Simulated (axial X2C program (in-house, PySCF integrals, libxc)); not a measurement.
**Outer orbitals of MgBa at 4.256 Å, PBE0**

All values were computed with an in-house all-electron X2C program for linear molecules (integrals from PySCF). Spin-free means the one-electron spin-free X2C Hamiltonian; two-component (2c) means X2C with spin–orbit coupling and atomic mean-field two-electron Coulomb and Gaunt terms, so the difference of the two also holds small scalar two-electron terms. Basis: Ba dyall-cv3z [14s14p9d5f1g], Mg dyall-cv3z [9s8p6d3f] (cores contracted in-house); Gaussian nuclei, density fitting, unrestricted open shells. Masses: Ba 137.905 u, Mg 23.985 u.

The distance is close to the 2c PBE0 minimum; the highest filled and lowest empty levels are listed.

Spin-free orbitals, state M_S = 0, Λ = 0 (closed shell) (Löwdin shares):

| symmetry | occupied | ε (eV) | atomic character |
| --- | --- | --- | --- |
| π-α | yes | -20.39 | 100% Ba p |
| π+α | yes | -20.39 | 100% Ba p |
| σα | yes | -20.36 | 100% Ba p |
| σα | yes | -5.72 | 79% Mg s, 10% Ba s, 7% Ba p |
| σα | yes | -3.57 | 74% Ba s, 15% Mg p, 7% Mg s |
| σα | no | -1.52 | 45% Ba d, 39% Mg p, 7% Ba s |
| π-α | no | -1.45 | 45% Ba d, 42% Mg p, 12% Ba p |
| π+α | no | -1.45 | 45% Ba d, 42% Mg p, 12% Ba p |
| δ+α | no | -1.06 | 100% Ba d |
| δ-α | no | -1.06 | 100% Ba d |

One partner of each degenerate Kramers or spin pair is listed.

Spinors with spin–orbit coupling (state Ω = 0):

| ω | occupied | ε (eV) | atomic character | λ mixture |
| --- | --- | --- | --- | --- |
| 1/2 | yes | -21.78 | 100% Ba p | 67% π, 33% σ |
| 3/2 | yes | -19.70 | 100% Ba p | 100% π |
| 1/2 | yes | -19.68 | 100% Ba p | 67% σ, 33% π |
| 1/2 | yes | -5.72 | 79% Mg s, 10% Ba s, 7% Ba p | 100% σ |
| 1/2 | yes | -3.57 | 74% Ba s, 15% Mg p, 7% Mg s | 100% σ |
| 1/2 | no | -1.53 | 46% Ba d, 38% Mg p, 8% Ba p | 85% σ, 15% π |
| 1/2 | no | -1.45 | 44% Ba d, 42% Mg p, 11% Ba p | 85% π, 15% σ |
| 3/2 | no | -1.44 | 46% Ba d, 42% Mg p, 10% Ba p | 99% π, 1% δ |
| 3/2 | no | -1.11 | 98% Ba d | 98% δ, 2% π |

One partner of each degenerate Kramers or spin pair is listed.

Mulliken charges and populations of the two-component result (they depend on the basis, above all on diffuse functions):

Ba 0.03 e (s 11.87 p 24.05 d 20.04), Mg -0.03 e (s 5.89 p 6.14).

The state is a single determinant with fixed occupations, the lowest that a limited PBE0 search found.
